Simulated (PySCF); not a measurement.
**Two-component Hartree-Fock for Rh (rhodium, neutral)**

Start: [Kr] 4d9; 4d3/2 filled at m_j = -3/2, -1/2, +1/2, +3/2; 4d5/2 filled at m_j = -3/2, -1/2, +1/2, +3/2, +5/2. Calculated with PySCF 2.14 in x2c-TZVPall-2c (8s9p7d1f, 77 functions): generalised Hartree-Fock with the X2C-1e Hamiltonian and a Gaussian nucleus; one run each with spin-orbit coupling (SO) switched off, then screened by Boettger's factors. This is a chosen level, not necessarily the ground level.

```
spinor shell  electrons  ε, spin-free (eV)  ε, screened SO (eV)  weight of nominal j (screened SO)  rms radius, screened SO (bohr)
       1s1/2          2           -23339.0             -23337.4                              1.000                          0.0374
       2s1/2          2            -3462.4              -3462.0                              1.000                           0.154
       2p1/2          2            -3095.9              -3195.9                              1.000                           0.134
       2p3/2          4            -3095.9              -3049.4                              1.000                           0.138
       3s1/2          2            -650.98              -650.85                              1.000                           0.415
       3p1/2          2            -527.36              -545.21                              1.000                           0.411
       3p3/2          4            -527.36              -518.99                              1.000                           0.422
       3d3/2          4            -330.00              -333.09                              0.999                           0.401
       3d5/2          6            -330.00              -327.79                              0.999                           0.404
       4s1/2          2            -97.725              -97.686                              1.000                            1.06
       4p1/2          2            -60.643              -64.103                              0.983                            1.16
       4p3/2          4            -60.643              -58.979                              0.992                            1.19
       4d3/2          4             -8.348               -8.919                              0.853                            1.81
       4d5/2          5             -8.348               -7.895                              0.868                            1.92
```

| quantity | spin-free | screened SO |
| --- | --- | --- |
| E (hartree) | -4780.76048 | -4781.50790 |
| M_J | 5/2 | 5/2 |
| ⟨J²⟩ | 9.376 | 9.561 |
| ⟨L²⟩ | 6.536 | 6.567 |
| ⟨S²⟩ | 0.839 | 0.856 |

The determinant has a definite M_J but mixes levels of different J.

Each row is a mean over spinors that exchange with the open shell spreads, by up to 4.604 eV (4p3/2).

Rows whose weight is well below 1 are mixtures of j = l ± 1/2: exchange outweighs spin-orbit coupling there, and the label is only the starting occupation.

Breit and QED terms are absent; they matter most for the inner s and p1/2 levels.

Densities and radii are taken from the X2C orbitals without a picture-change correction, which distorts them close to the nucleus.

Without spin-orbit coupling the j labels of p, d and f shells carry no meaning; the spin-free column gives the mean over the occupied spinors of each nl shell, and its ⟨J²⟩ belongs to a mixture of degenerate components.
